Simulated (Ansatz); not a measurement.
A short molecular-dynamics run on `[OH][Sn]([OH])([Br])[Br]`.

```yaml
crystal:
  periodic: [false, false, false]
  atoms:
    - {symbol: O, position_ang: [-0.971342, -0.046963, 1.301263]}
    - {symbol: Sn, position_ang: [-0.012600, 0.040747, -0.385517]}
    - {symbol: O, position_ang: [1.542298, -1.082654, -0.136581]}
    - {symbol: Br, position_ang: [-1.304476, -0.850879, -2.253781]}
    - {symbol: Br, position_ang: [0.591467, 2.372312, -0.852453]}
    - {symbol: H, position_ang: [-1.500362, 0.735010, 1.483555]}
    - {symbol: H, position_ang: [1.716215, -1.235573, 0.798015]}
basis:
  gaussian: {orbitals: def2-SVP}
hamiltonian: {xc: {name: PBE}}
md: {timestep: 0.5 fs, n_steps: 20, ensemble: nve, temperature: 300, initial_velocities: maxwell_boltzmann, seed: 759}
```

```sh
$ ansatz run in.yaml --threads 4 --pin off --events-out ev --progress --plain --max-ram 11315MiB
```

```json
{"step": "0", "time (fs)": "0.0", "potential energy (eV)": "-150008.2004", "kinetic (eV)": "0.1939", "T (K)": "300", "conserved (eV)": "-150008.0065"}
{"step": "1", "time (fs)": "0.5", "potential energy (eV)": "-150008.2158", "kinetic (eV)": "0.2091", "T (K)": "324", "conserved (eV)": "-150008.0067"}
{"step": "2", "time (fs)": "1.0", "potential energy (eV)": "-150008.2214", "kinetic (eV)": "0.2147", "T (K)": "332", "conserved (eV)": "-150008.0067"}
{"step": "3", "time (fs)": "1.5", "potential energy (eV)": "-150008.2179", "kinetic (eV)": "0.2116", "T (K)": "327", "conserved (eV)": "-150008.0064"}
{"step": "4", "time (fs)": "2.0", "potential energy (eV)": "-150008.2099", "kinetic (eV)": "0.2039", "T (K)": "316", "conserved (eV)": "-150008.0060"}
{"step": "5", "time (fs)": "2.5", "potential energy (eV)": "-150008.2032", "kinetic (eV)": "0.1976", "T (K)": "306", "conserved (eV)": "-150008.0057"}
{"step": "6", "time (fs)": "3.0", "potential energy (eV)": "-150008.2028", "kinetic (eV)": "0.1973", "T (K)": "305", "conserved (eV)": "-150008.0055"}
{"step": "7", "time (fs)": "3.5", "potential energy (eV)": "-150008.2111", "kinetic (eV)": "0.2055", "T (K)": "318", "conserved (eV)": "-150008.0056"}
{"step": "8", "time (fs)": "4.0", "potential energy (eV)": "-150008.2271", "kinetic (eV)": "0.2212", "T (K)": "342", "conserved (eV)": "-150008.0058"}
{"step": "9", "time (fs)": "4.5", "potential energy (eV)": "-150008.2469", "kinetic (eV)": "0.2407", "T (K)": "372", "conserved (eV)": "-150008.0062"}
{"step": "10", "time (fs)": "5.0", "potential energy (eV)": "-150008.2646", "kinetic (eV)": "0.2580", "T (K)": "399", "conserved (eV)": "-150008.0066"}
{"step": "11", "time (fs)": "5.5", "potential energy (eV)": "-150008.2746", "kinetic (eV)": "0.2678", "T (K)": "414", "conserved (eV)": "-150008.0068"}
{"step": "12", "time (fs)": "6.0", "potential energy (eV)": "-150008.2738", "kinetic (eV)": "0.2671", "T (K)": "413", "conserved (eV)": "-150008.0067"}
{"step": "13", "time (fs)": "6.5", "potential energy (eV)": "-150008.2638", "kinetic (eV)": "0.2576", "T (K)": "399", "conserved (eV)": "-150008.0063"}
{"step": "14", "time (fs)": "7.0", "potential energy (eV)": "-150008.2510", "kinetic (eV)": "0.2453", "T (K)": "379", "conserved (eV)": "-150008.0058"}
{"step": "15", "time (fs)": "7.5", "potential energy (eV)": "-150008.2433", "kinetic (eV)": "0.2379", "T (K)": "368", "conserved (eV)": "-150008.0054"}
{"step": "16", "time (fs)": "8.0", "potential energy (eV)": "-150008.2458", "kinetic (eV)": "0.2403", "T (K)": "372", "conserved (eV)": "-150008.0055"}
{"step": "17", "time (fs)": "8.5", "potential energy (eV)": "-150008.2571", "kinetic (eV)": "0.2512", "T (K)": "389", "conserved (eV)": "-150008.0059"}
{"step": "18", "time (fs)": "9.0", "potential energy (eV)": "-150008.2711", "kinetic (eV)": "0.2647", "T (K)": "410", "conserved (eV)": "-150008.0064"}
{"step": "19", "time (fs)": "9.5", "potential energy (eV)": "-150008.2801", "kinetic (eV)": "0.2735", "T (K)": "423", "conserved (eV)": "-150008.0067"}
{"step": "20", "time (fs)": "10.0", "potential energy (eV)": "-150008.2797", "kinetic (eV)": "0.2731", "T (K)": "423", "conserved (eV)": "-150008.0067"}
```

Velocities are drawn at the set temperature; a run this short doesn't reach equilibrium.

Frames (Å, forces in eV/Å):

```xyz
7
time=0.0 fs
O    -0.971   -0.047    1.301   -0.155   -0.724    0.933
Sn   -0.013    0.041   -0.386   -0.215    0.401   -0.442
O     1.542   -1.083   -0.137    0.870   -0.632   -0.632
Br   -1.304   -0.851   -2.254   -0.364   -0.265   -0.556
Br    0.591    2.372   -0.852    0.183    0.667   -0.150
H    -1.500    0.735    1.484   -0.422    0.637    0.103
H     1.716   -1.236    0.798    0.104   -0.085    0.744
7
time=0.5 fs
O    -0.971   -0.046    1.303   -0.321   -0.464    0.972
Sn   -0.012    0.041   -0.385   -0.219    0.377   -0.446
O     1.545   -1.082   -0.136    0.960   -0.713    0.002
Br   -1.306   -0.852   -2.255   -0.350   -0.253   -0.533
Br    0.592    2.373   -0.852    0.181    0.664   -0.150
H    -1.500    0.743    1.485   -0.242    0.377    0.041
H     1.707   -1.240    0.813   -0.009    0.012    0.114
7
time=1.0 fs
O    -0.971   -0.046    1.305   -0.504   -0.171    1.015
Sn   -0.012    0.041   -0.385   -0.221    0.350   -0.446
O     1.548   -1.082   -0.136    1.021   -0.789    0.600
Br   -1.307   -0.853   -2.256   -0.336   -0.242   -0.510
Br    0.592    2.373   -0.851    0.178    0.661   -0.150
H    -1.501    0.752    1.486   -0.043    0.083   -0.028
H     1.697   -1.245    0.828   -0.096    0.108   -0.482
7
time=1.5 fs
O    -0.971   -0.046    1.306   -0.677    0.116    1.052
Sn   -0.012    0.041   -0.385   -0.220    0.321   -0.443
O     1.551   -1.082   -0.136    1.045   -0.848    1.103
Br   -1.308   -0.854   -2.258   -0.321   -0.230   -0.487
Br    0.593    2.374   -0.851    0.176    0.658   -0.150
H    -1.501    0.762    1.488    0.148   -0.205   -0.094
H     1.687   -1.250    0.842   -0.151    0.189   -0.982
7
time=2.0 fs
O    -0.972   -0.045    1.308   -0.819    0.364    1.073
Sn   -0.012    0.042   -0.385   -0.216    0.288   -0.437
O     1.554   -1.082   -0.135    1.031   -0.882    1.477
Br   -1.309   -0.855   -2.259   -0.307   -0.218   -0.463
Br    0.593    2.375   -0.850    0.174    0.653   -0.149
H    -1.502    0.770    1.489    0.310   -0.454   -0.148
H     1.677   -1.254    0.854   -0.173    0.248   -1.352
7
time=2.5 fs
O    -0.972   -0.045    1.311   -0.914    0.553    1.074
Sn   -0.011    0.042   -0.385   -0.209    0.251   -0.429
O     1.557   -1.082   -0.134    0.982   -0.887    1.711
Br   -1.311   -0.856   -2.260   -0.292   -0.206   -0.439
Br    0.593    2.375   -0.850    0.172    0.648   -0.149
H    -1.501    0.778    1.490    0.428   -0.642   -0.186
H     1.666   -1.257    0.863   -0.166    0.283   -1.581
7
time=3.0 fs
O    -0.972   -0.044    1.313   -0.956    0.666    1.050
Sn   -0.011    0.042   -0.385   -0.200    0.211   -0.417
O     1.561   -1.083   -0.133    0.903   -0.861    1.801
Br   -1.312   -0.857   -2.262   -0.277   -0.194   -0.415
Br    0.594    2.376   -0.849    0.169    0.642   -0.148
H    -1.499    0.784    1.490    0.495   -0.755   -0.205
H     1.655   -1.260    0.867   -0.135    0.290   -1.666
7
time=3.5 fs
O    -0.973   -0.044    1.315   -0.941    0.699    1.001
Sn   -0.011    0.043   -0.385   -0.187    0.167   -0.404
O     1.565   -1.083   -0.132    0.801   -0.803    1.749
Br   -1.313   -0.858   -2.263   -0.261   -0.182   -0.390
Br    0.594    2.376   -0.849    0.167    0.635   -0.146
H    -1.497    0.789    1.490    0.508   -0.786   -0.204
H     1.643   -1.262    0.868   -0.086    0.269   -1.606
7
time=4.0 fs
O    -0.974   -0.043    1.318   -0.871    0.649    0.928
Sn   -0.011    0.043   -0.385   -0.172    0.120   -0.388
O     1.568   -1.084   -0.130    0.684   -0.715    1.555
Br   -1.314   -0.860   -2.264   -0.245   -0.170   -0.364
Br    0.594    2.377   -0.848    0.164    0.627   -0.145
H    -1.493    0.791    1.489    0.466   -0.732   -0.184
H     1.632   -1.264    0.865   -0.026    0.219   -1.402
7
time=4.5 fs
O    -0.975   -0.042    1.321   -0.748    0.519    0.832
Sn   -0.010    0.043   -0.385   -0.156    0.072   -0.371
O     1.572   -1.084   -0.129    0.558   -0.596    1.223
Br   -1.316   -0.861   -2.266   -0.229   -0.157   -0.337
Br    0.595    2.378   -0.848    0.161    0.618   -0.143
H    -1.488    0.792    1.488    0.375   -0.598   -0.145
H     1.620   -1.265    0.859    0.039    0.141   -1.059
7
time=5.0 fs
O    -0.976   -0.041    1.324   -0.580    0.317    0.719
Sn   -0.010    0.043   -0.385   -0.139    0.022   -0.352
O     1.576   -1.085   -0.127    0.432   -0.449    0.764
Br   -1.317   -0.862   -2.267   -0.213   -0.145   -0.311
Br    0.595    2.378   -0.847    0.159    0.609   -0.141
H    -1.482    0.791    1.487    0.240   -0.390   -0.091
H     1.608   -1.266    0.850    0.101    0.036   -0.588
7
time=5.5 fs
O    -0.977   -0.040    1.327   -0.380    0.059    0.594
Sn   -0.010    0.044   -0.385   -0.121   -0.027   -0.332
O     1.580   -1.086   -0.125    0.315   -0.281    0.207
Br   -1.318   -0.863   -2.269   -0.196   -0.132   -0.284
Br    0.596    2.379   -0.847    0.155    0.598   -0.138
H    -1.475    0.790    1.485    0.073   -0.126   -0.028
H     1.597   -1.266    0.839    0.153   -0.091   -0.019
7
time=6.0 fs
O    -0.978   -0.039    1.330   -0.164   -0.228    0.464
Sn   -0.010    0.044   -0.385   -0.103   -0.076   -0.311
O     1.584   -1.087   -0.123    0.215   -0.102   -0.392
Br   -1.319   -0.864   -2.270   -0.180   -0.120   -0.258
Br    0.596    2.380   -0.846    0.152    0.587   -0.136
H    -1.469    0.788    1.484   -0.108    0.168    0.039
H     1.586   -1.267    0.829    0.188   -0.228    0.593
7
time=6.5 fs
O    -0.979   -0.038    1.333    0.043   -0.510    0.338
Sn   -0.009    0.044   -0.385   -0.086   -0.124   -0.287
O     1.588   -1.088   -0.120    0.136    0.069   -0.950
Br   -1.321   -0.865   -2.271   -0.164   -0.108   -0.232
Br    0.597    2.381   -0.846    0.149    0.577   -0.133
H    -1.462    0.786    1.482   -0.281    0.456    0.102
H     1.576   -1.268    0.820    0.204   -0.360    1.162
7
time=7.0 fs
O    -0.980   -0.038    1.336    0.216   -0.743    0.226
Sn   -0.009    0.044   -0.385   -0.070   -0.171   -0.262
O     1.592   -1.089   -0.119    0.075    0.212   -1.366
Br   -1.322   -0.866   -2.273   -0.148   -0.096   -0.206
Br    0.597    2.381   -0.846    0.146    0.566   -0.131
H    -1.456    0.786    1.481   -0.422    0.695    0.153
H     1.566   -1.271    0.814    0.202   -0.464    1.586
7
time=7.5 fs
O    -0.981   -0.037    1.339    0.333   -0.888    0.134
Sn   -0.009    0.045   -0.385   -0.054   -0.215   -0.234
O     1.596   -1.090   -0.117    0.024    0.306   -1.549
Br   -1.323   -0.867   -2.274   -0.133   -0.085   -0.182
Br    0.597    2.382   -0.845    0.142    0.557   -0.129
H    -1.452    0.787    1.480   -0.507    0.846    0.184
H     1.556   -1.274    0.811    0.194   -0.521    1.774
7
time=8.0 fs
O    -0.982   -0.036    1.343    0.380   -0.915    0.068
Sn   -0.009    0.045   -0.385   -0.039   -0.258   -0.204
O     1.601   -1.090   -0.115   -0.029    0.341   -1.458
Br   -1.325   -0.869   -2.276   -0.118   -0.073   -0.158
Br    0.598    2.383   -0.845    0.139    0.548   -0.127
H    -1.448    0.790    1.479   -0.522    0.878    0.193
H     1.547   -1.278    0.813    0.190   -0.520    1.685
7
time=8.5 fs
O    -0.984   -0.036    1.346    0.353   -0.818    0.026
Sn   -0.009    0.045   -0.385   -0.025   -0.299   -0.171
O     1.605   -1.091   -0.114   -0.095    0.317   -1.117
Br   -1.326   -0.870   -2.277   -0.104   -0.062   -0.136
Br    0.598    2.384   -0.844    0.136    0.539   -0.125
H    -1.446    0.796    1.479   -0.466    0.785    0.180
H     1.538   -1.284    0.819    0.200   -0.461    1.343
7
time=9.0 fs
O    -0.984   -0.035    1.349    0.266   -0.613    0.005
Sn   -0.008    0.045   -0.385   -0.011   -0.340   -0.135
O     1.609   -1.092   -0.113   -0.176    0.248   -0.606
Br   -1.327   -0.871   -2.279   -0.090   -0.052   -0.114
Br    0.599    2.385   -0.844    0.133    0.531   -0.124
H    -1.445    0.803    1.479   -0.350    0.583    0.148
H     1.530   -1.291    0.828    0.228   -0.358    0.826
7
time=9.5 fs
O    -0.985   -0.035    1.353    0.141   -0.335   -0.005
Sn   -0.008    0.046   -0.385    0.003   -0.380   -0.098
O     1.613   -1.093   -0.112   -0.272    0.156   -0.025
Br   -1.328   -0.872   -2.280   -0.077   -0.041   -0.092
Br    0.599    2.386   -0.843    0.130    0.523   -0.123
H    -1.444    0.811    1.480   -0.197    0.308    0.106
H     1.522   -1.299    0.839    0.271   -0.231    0.237
7
time=10.0 fs
O    -0.986   -0.035    1.356    0.001   -0.027   -0.010
Sn   -0.008    0.046   -0.385    0.017   -0.419   -0.058
O     1.617   -1.093   -0.111   -0.374    0.059    0.535
Br   -1.330   -0.873   -2.282   -0.063   -0.031   -0.072
Br    0.600    2.386   -0.843    0.126    0.515   -0.121
H    -1.444    0.821    1.481   -0.030    0.002    0.061
H     1.515   -1.307    0.851    0.322   -0.100   -0.335
```

Hardware: 4 threads of an Arm Neoverse V2 on a shared host. Wall time 28 s, peak host memory 0.2 GiB.
